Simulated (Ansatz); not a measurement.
A structure relaxed at PBE-D4/def2-SVP in Ansatz, charge 0, singlet:

Cartesian coordinates in Å:
```
B -1.3142 0.1411 0.2006
B 0.7874 -0.8585 1.9196
B -1.5041 1.1121 -1.0474
B -0.0388 0.2083 -1.0752
B -0.4149 1.5232 -2.1145
B 1.1162 1.1080 -1.9335
B -0.8228 -0.6692 1.5084
B 0.4900 -0.4063 0.4040
Si 2.0025 -0.3928 -1.0483
Si -0.3013 -1.7658 3.1862
```

Task: Give its formula.

Result: Si₂B₈.

Task: Summarise the bond lengths by kind (pairs closer than 1.2 times the sum of covalent radii, bridged metal pairs left out).

Result: 13 × B–B 1.58 to 1.90 Å; 5 × B–Si 1.90 to 2.13 Å.

Another isomer (singlet) lies 0.90 eV lower at PBE0-D4/def2-TZVP; other spin states weren't run for this one.
